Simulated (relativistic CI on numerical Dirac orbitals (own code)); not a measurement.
Fe⁴⁺: 3s photoemission

Computed with this model: Dirac-Coulomb-Breit CI, orbitals from a KLI potential per configuration, QED by a radiative potential, multiplet model of photoemission in the sudden approximation, unscaled Slater integrals; configurations [Ar] 3d4 → [Ne] 3s 3p6 3d4; 300 K; Lorentzian 1.5 eV and Gaussian 0.6 eV FWHM. Energies are those of the free ion, without screening or charge transfer. The energies are binding energies and can lie tens of eV above those of solids. Without intra-shell correlation the exchange splitting of an s hole comes out too large, often by half or more. S is read from ⟨S²⟩ = S(S + 1).

Computed curve for free ion, scaled to 100 at the maximum (points under 2 are left out and the grid is thinned):

(Energy (eV), Intensity): (160.6, 2.0), (161.2, 2.5), (161.8, 3.2), (162.4, 4.2), (163.0, 5.8), (163.6, 8.6), (164.2, 13.7), (164.8, 24.9), (165.4, 51.6), (166.0, 93.7), (166.8, 71.6), (167.4, 34.6), (168.0, 17.9), (168.6, 10.7), (169.2, 7.1), (169.8, 5.1), (170.4, 4.0), (171.0, 3.2), (171.6, 2.8), (172.2, 2.5), (172.8, 2.3), (173.4, 2.2), (174.0, 2.3), (174.6, 2.4), (175.2, 2.8), (175.8, 3.3), (176.4, 4.3), (177.0, 5.9), (177.6, 9.1), (178.2, 16.1), (179.0, 41.6), (179.6, 66.0), (180.2, 49.9), (180.8, 24.5), (181.4, 12.7), (182.0, 7.5), (182.6, 4.9), (183.2, 3.5), (183.8, 2.6), (184.4, 2.0)

The ground state has S = 2.00, and the centroid lies at 171.61 eV.
